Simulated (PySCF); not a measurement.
B3LYP has the VWN-RPA correlation part, as in Gaussian. 

Cartesian coordinates (Å):
```xyz
9

Hf    -0.1584     0.1417    -0.0475
O      1.6279    -0.4230    -0.5590
H      2.5110    -0.7257    -0.7988
O     -0.1276     2.0157     0.4627
H     -0.1156     2.9484     0.7056
O     -0.7678    -0.9274     1.4546
H     -1.0635    -1.4432     2.2135
O     -1.3659    -0.1028    -1.5490
H     -1.9840    -0.2566    -2.2725
```
Charge 0, multiplicity 1.

**Question.** What dipole moment, total energy, charge on the central atom (Mulliken), HOMO and LUMO does B3LYP-D3(BJ)/def2-TZVP // BP86-D3(BJ)/def2-SVP (PySCF) give?

**Answer.** 
| Quantity | Value |
|---|---|
| dipole moment | 0.10 D |
| total energy | -351.7616 Ha |
| charge on the central atom (Mulliken) | 1.64 e |
| HOMO | -8.12 eV |
| LUMO | -0.23 eV |
